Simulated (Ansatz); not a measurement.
Relaxation of a periodic cell of 30 atoms, CO₂ (contents 10 CO2, density as packed 1.11 g/cm³ with natural masses), to a largest force component of 0.3 eV/Å in at most 15 steps.

Method: Ansatz 0.2.0, DFT PBE-D3(BJ), scalar-relativistic, plane waves, PAW. Settings: accuracy low, cutoff 420 eV, k mesh 1x1x1, fermi-dirac smearing 0.02 eV, no spin polarisation.

```xyz
30
Lattice="8.7066 0.0000 0.0000 0.0000 8.7066 0.0000 0.0000 0.0000 8.7066" Properties=species:S:1:pos:R:3
C 8.062 1.980 0.235
O 8.069 1.596 1.349
O 8.054 2.363 -0.880
C 1.335 4.184 4.371
O 1.645 4.947 5.214
O 1.025 3.421 3.528
C 5.633 0.549 7.691
O 5.621 0.540 8.870
O 5.646 0.558 6.513
C 7.657 0.130 4.936
O 7.614 -1.044 4.835
O 7.700 1.303 5.036
C 2.253 8.499 2.297
O 1.594 9.399 2.678
O 2.913 7.599 1.917
C 4.110 6.611 7.506
O 4.758 5.632 7.400
O 3.463 7.590 7.613
C 5.967 5.424 2.930
O 6.834 5.204 3.698
O 5.101 5.644 2.161
C 2.247 3.885 0.414
O 1.921 5.010 0.285
O 2.574 2.760 0.544
C 7.619 6.972 0.078
O 7.182 7.572 0.993
O 8.056 6.371 -0.837
C 2.188 0.192 5.128
O 2.738 1.181 4.799
O 1.638 -0.797 5.457
```

**Question.** Where does it end, and by what steps?

**Answer.** The forces met the threshold. The threshold is loose, so the end isn't yet a minimum. The force dipped under the threshold on the way, but the program's further checks kept it going. Limits of this set-up: coarse k mesh, low accuracy level. After 16 steps the energy has fallen by 1.533 eV; O29 moved furthest, 1.81 Å.

```csv
step,energy less start (eV),largest force component (eV/Å),accepted
0,0.0000,1.194,yes
1,-0.5584,0.455,yes
2,-0.8348,0.537,yes
3,-0.9871,0.384,yes
4,-1.0801,1.299,yes
5,-1.1990,0.511,yes
6,-1.2556,0.717,yes
7,-1.3013,1.066,yes
8,-1.3629,0.113,yes
9,-1.3629,0.114,yes
10,-1.3710,1.104,yes
11,-1.3994,1.157,yes
12,-1.4633,0.170,yes
13,-1.4633,0.170,yes
14,-1.4763,1.179,yes
15,-1.5008,0.944,yes
16,-1.5326,0.026,yes
```

```xyz
30
Lattice="8.7066 0.0000 0.0000 0.0000 8.7066 0.0000 0.0000 0.0000 8.7066" Properties=species:S:1:pos:R:3
C 8.070 1.939 0.868
O 7.671 2.388 1.871
O 8.473 1.498 -0.138
C 1.584 4.522 4.410
O 1.536 5.252 5.323
O 1.639 3.792 3.497
C 5.263 0.750 7.694
O 5.537 0.570 8.817
O 4.998 0.925 6.568
C 7.261 0.465 4.289
O 6.714 -0.284 3.576
O 7.808 1.213 5.003
C 2.251 7.941 2.260
O 1.750 8.989 2.120
O 2.753 6.894 2.403
C 3.756 6.168 7.532
O 4.235 5.139 7.250
O 3.283 7.200 7.819
C 6.601 5.264 2.755
O 7.250 5.179 3.724
O 5.947 5.348 1.787
C 2.400 3.452 0.348
O 1.547 4.235 0.171
O 3.250 2.671 0.528
C 7.871 6.950 -0.301
O 8.487 6.936 0.693
O 7.253 6.967 -1.294
C 2.008 0.970 5.729
O 2.026 2.028 6.226
O 1.994 -0.090 5.234
```

Time of the run: 46 s on 1 thread of Intel(R) Xeon(R) 6975P-C (Granite Rapids), on a shared host, peak memory 0.63 GiB.
